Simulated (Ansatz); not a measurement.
CH3Si (SMILES [CH]=[SiH2]) moved off its minimum; all values from Ansatz (a first-principles code), cores frozen in correlated methods. Open shells are unrestricted.
(charge 0, multiplicity 2)
```xyz
5

C      0.9256    -0.1253     0.2262
Si    -0.5139     0.0750     0.0294
H      2.1281    -0.3437     0.1476
H     -0.9622     1.2815    -0.0492
H     -1.4959    -1.2995    -0.2269
```

Give the forces (eV/Å), the total energy and the dipole at MP2/aug-cc-pV(T+d)Z.


```tsv
atom	Fx	Fy	Fz
C1	16.516	-2.516	0.930
Si2	-11.168	-5.229	-1.849
H3	-3.996	0.684	0.651
H4	-2.509	4.678	-0.219
H5	1.156	2.383	0.487
```
Energy -328.6157 hartree, dipole 1.10 D.
